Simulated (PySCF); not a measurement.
C6H10O2 (charge +1 and doublet state).
Geometry (GFN2-xTB, Å), atoms numbered from 1 in this order:
```
atom  x, y, z in Å
C1    -1.9860    0.5086    1.1696
C2    -1.1660   -0.5182    0.4924
C3     0.1068   -0.4049    0.0605
C4     0.8777    0.8567   -0.0441
C5     2.0754    0.7549   -0.9830
O6     2.7139   -0.4684   -0.8026
C7    -1.8956   -1.8015    0.2830
O8    -3.0730   -1.9160    0.1832
H9    -1.4880    1.4729    1.2090
H10   -2.2068    0.2109    2.1980
H11   -2.9570    0.5696    0.6710
H12    0.6533   -1.2785   -0.2764
H13    0.2591    1.7142   -0.3131
H14    1.2604    1.0354    0.9735
H15    1.7308    0.8612   -2.0273
H16    2.7598    1.5982   -0.7995
H17    3.5403   -0.5119   -1.2997
H18   -1.2139   -2.6768    0.2605
```

The hyperfine couplings belong to this conformer and change with its torsions.

Identity: `C[C+]([CH]CCO)C=O` [radical] (charge +1).

Theory: UKS B3LYP, pcH-1 on C H O, non-relativistic, mean-field spin-orbit, GIAO (PySCF). Geometry: GFN2-xTB, one conformer, isolated ion. A GFN2-xTB geometry isn't a minimum of the functional, and hyperfine couplings can be far from their values at a DFT geometry, by a factor of two or more for some ions and for spin on atoms past the first row. The frame is twisted about the C2–C7 bond at this geometry (dihedral C1–C2–C7–O8 = 26°); couplings at other torsion angles weren't computed. No stability test was run, so a lower SCF solution isn't excluded.

**Question.** What is the g tensor, term by term?

**Answer.** 
```tsv
Δg (ppt)	1	2	3
relativistic mass correction	-0.21	-0.21	-0.21
gauge correction	0.01	0.04	0.00
orbital Zeeman/spin–orbit	0.87	3.01	5.86
total	0.66	2.84	5.66
```

So g = 2.00298, 2.00516, 2.00798 and g_iso = 2.00537; the tensor is rhombic: the two nearest values differ by 44 % of g3 − g1. 

**Question.** What effective moment and Curie constant follow for a powder?

**Answer.** With the mean of g² = 4.0215 and S(S+1) = 0.75: μ_eff = √(⟨g²⟩S(S+1)) = 1.737 μB and χT = 0.12505·⟨g²⟩·S(S+1) = 0.377 cm³ K/mol (cgs; spin-Hamiltonian part alone).

**Question.** How much does each term add to the isotropic shift?

**Answer.** The orbital-Zeeman/spin–orbit term 3.25, the mass correction -0.21 and the gauge correction 0.02 ppt, for a total of 3.05 ppt. The orbital-Zeeman/spin–orbit term is the largest in size. The mass correction is the same along every axis, so the anisotropy comes from the other two: their spans along these axes are 0.03 (gauge) and 5.00 ppt (orbital Zeeman/spin–orbit).

**Question.** At 9.329 GHz, how far is the centre of the isotropic spectrum from where a free electron (g = 2.002319) resonates?

**Answer.** B = hν/(g μB) with μB/h = 13.99624 MHz/mT gives 332.88 mT for the free electron and 332.37 mT at g_iso, 0.51 mT lower.

**Question.** In a frozen sample, at which fields do the three g values resonate at 9.5, 34, 94 and 263 GHz (hyperfine left aside), and which band first spreads them over more than twice a line width of 0.3 mT?

**Answer.** 
```json
{"band": "X", "GHz": "9.5", "B(g3) mT": "338.03", "B(g2) mT": "338.50", "B(g1) mT": "338.87", "spread mT": "0.84"}
{"band": "Q", "GHz": "34.0", "B(g3) mT": "1209.79", "B(g2) mT": "1211.48", "B(g1) mT": "1212.80", "spread mT": "3.02"}
{"band": "W", "GHz": "94.0", "B(g3) mT": "3344.70", "B(g2) mT": "3349.40", "B(g1) mT": "3353.04", "spread mT": "8.34"}
{"band": "J", "GHz": "263.0", "B(g3) mT": "9358.05", "B(g2) mT": "9371.19", "B(g1) mT": "9381.39", "spread mT": "23.34"}
```

The spread grows in proportion to the frequency. X band is the first where it exceeds 0.6 mT.

Largest spin populations (Mulliken): O8 (+0.29), C2 (+0.27), C3 (+0.17) and O6 (+0.09). Three atoms exceed +0.15.

The HOMO–LUMO gaps are 5.12 eV among the α and 1.16 eV among the β orbitals.

The SMILES draws the unpaired electron on C3; the largest computed Mulliken spin population is on O8 (0.29 against 0.17).
